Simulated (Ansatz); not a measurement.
ClIn, triplet, at a GFN2-xTB geometry (such geometries of metal compounds can be far from the true shape) (the spin is typed, not shown lowest) (core potentials on In).

Input for Ansatz (a first-principles code):
Ansatz 0.2 input:
```yaml
crystal:
  periodic: [false, false, false]
  atoms:
    - {symbol: In, position_ang: [-0.00000000, -0.00000000, -0.63631162]}
    - {symbol: Cl, position_ang: [0.00000000, 0.00000000, 1.83407468]}
basis:
  gaussian:
    orbitals: def2-TZVP
hamiltonian:
  xc: blyp
magnetization: {spin_polarized: true, initial_magnetization: 2}
```

Q: Give the <S^2> at the level BLYP/def2-TZVP (Ansatz).

A: 2.002

Q: Give the number of basis functions at the level BLYP/def2-TZVP.

A: 87
